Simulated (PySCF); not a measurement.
C3H2FNS.

```xyz
8

F     -0.2028     2.2903     0.0000
C     -0.0423     0.9767     0.0000
C     -1.0846     0.0804     0.0000
S     -0.4260    -1.5105     0.0000
C      1.1694    -0.8252     0.0000
N      1.2127     0.4789     0.0000
H     -2.1541     0.2815     0.0000
H      2.0523    -1.4691     0.0000
```

Geometry: r2SCAN-D4/def2-SVP.

The numbers are results of PBE/pcSseg-1 run with PySCF, not measurements. Non-relativistic, no solvent.

Question: Give the absolute GIAO shielding of each atom: isotropic value and principal components (ppm). (An estimate is asked for; the answer gives what the named calculation found.)

Answer: 
```json
[
 {"atom": "F1", "σ(iso)": "266.4", "σ11": "140.6", "σ22": "290.0", "σ33": "368.6", "span": "228.0"},
 {"atom": "C2", "σ(iso)": "9.1", "σ11": "-39.4", "σ22": "30.8", "σ33": "36.0", "span": "75.4"},
 {"atom": "C3", "σ(iso)": "80.0", "σ11": "19.8", "σ22": "75.5", "σ33": "144.8", "span": "125.1"},
 {"atom": "S4", "σ(iso)": "197.1", "σ11": "-18.0", "σ22": "282.9", "σ33": "326.5", "span": "344.5"},
 {"atom": "C5", "σ(iso)": "30.1", "σ11": "-47.2", "σ22": "24.1", "σ33": "113.6", "span": "160.8"},
 {"atom": "N6", "σ(iso)": "-73.2", "σ11": "-336.8", "σ22": "-90.9", "σ33": "208.2", "span": "545.0"},
 {"atom": "H7", "σ(iso)": "24.9", "σ11": "21.6", "σ22": "25.5", "σ33": "27.6", "span": "6.0"},
 {"atom": "H8", "σ(iso)": "23.2", "σ11": "20.1", "σ22": "22.1", "σ33": "27.5", "span": "7.3"}
]
```
